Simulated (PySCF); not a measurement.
CHF2, SMILES F[CH]F, multiplicity 2. Atoms are numbered in the order given.

```xyz
4

F      0.0282    -0.2406    -1.0905
C     -0.1494     0.4830     0.0000
F      0.0282    -0.2406     1.0905
H      0.3878     1.4319     0.0000
```
Charge 0, spin multiplicity 2.

Geometry optimised at PBE0-D3(BJ)/def2-TZVP. The isomer is the one that the SMILES or the coordinates give; other isomers of the formula were not compared.

All values below come from PySCF with PBE/def2-TZVPD.

Gas-phase values at a fixed geometry.

### Question
Estimate the frontier levels, dipole moment and polarisability. (The exact figures need the calculation; the answer reports its results.)

### Answer

```yaml
"α spin, highest occupied and lowest empty level": -5.19 and -0.01 eV
"β spin, highest occupied and lowest empty level": -10.01 and -2.91 eV
dipole_moment: 1.21 D
quadrupole, principal values (traceless, Buckingham form, about the centre of nuclear charge): -1.98, -0.57, 2.54 D·Å
mean_static_polarisability: 18.2 bohr³ (2.70 Å³)
polarisability_principal_values: 16.1, 18.6, 19.8 bohr³
"⟨S²⟩": 0.752 (pure state 0.75)
```
